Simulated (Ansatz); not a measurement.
`[OH][SnH2][SeH]` + H₂ → `[SeH][SnH3]` + H₂O at 700 K and 1 bar (hydrogenolysis of the Sn–O bond).

Computed with Ansatz on PBE0-D4/def2-TZVP structures; ΔE is electronic, products minus reactants. CCSD(T)/CBS is the MP2 limit (def2-TZVPP, def2-QZVPP) plus CCSD(T) − MP2 in def2-TZVPP, frozen cores. This one scheme is used for every species. def2 core potentials past Kr. For Se, Sn outer-core shells are correlated without core-valence functions, which leaves a few kJ/mol of doubt a bond. Scalar relativity is left out up to krypton. Each species was taken in one conformer, which may not be the lowest.

| species | CCSD(T)/CBS energy (Eh) | H − E (kJ/mol) | S (J/(mol·K)) |
| --- | --- | --- | --- |
| `[OH][SnH2][SeH]` | -2692.34473 | 155.6 | 439.5 |
| H₂ | -1.17544 | 46.8 | 155.3 |
| `[SeH][SnH3]` | -2617.13827 | 125.7 | 390.7 |
| H₂O | -76.37941 | 80.5 | 218.4 |

H − E and S are ideal-gas, rigid-rotor, harmonic terms from PBE0-D4/def2-TZVP, for one conformer and one mirror image of each species. The MP2-based limit puts H₂ 0.8 mEh under its directly extrapolated value; such offsets cancel only in part. 1 Eh = 2625.50 kJ/mol, R = 8.31446 J/(mol·K).

Q: By hand: ΔE, ΔH, ΔS and ΔG.

A: ΔE = (-2617.13827) + (-76.37941) − (-2692.34473) − (-1.17544) = 0.00249 Eh = 6.5 kJ/mol. Δ(H − E) = 125.7 + 80.5 − 155.6 − 46.8 = 3.8, so ΔH = 10.3 kJ/mol. ΔS = 390.7 + 218.4 − 439.5 − 155.3 = 14.3 J/(mol·K). ΔG = 10.3 − 700 × (14.3)/1000 = 0.3 kJ/mol.

Q: By hand: the equilibrium constant, and the temperature at which ΔG would vanish if ΔH and ΔS stayed fixed.

A: log₁₀ K = −ΔG/(RT ln 10) = 0.0. ΔG = 0 at ΔH/ΔS = 720 K, though so small a ΔS makes that figure unsure.

TΔS isn't small against ΔH here. The sign of ΔG lies within the doubt. A doubt of 5 kJ/mol in ΔE shifts log₁₀ K by 0.4 here. Other conformers and mirror images would add mixing entropy, several J/(mol·K) or more a flexible species. These are equilibria of isolated gas molecules and say nothing of rates. Largest T1 diagnostic: 0.012 (customary marks: 0.02 for closed shells, 0.045 for open ones).
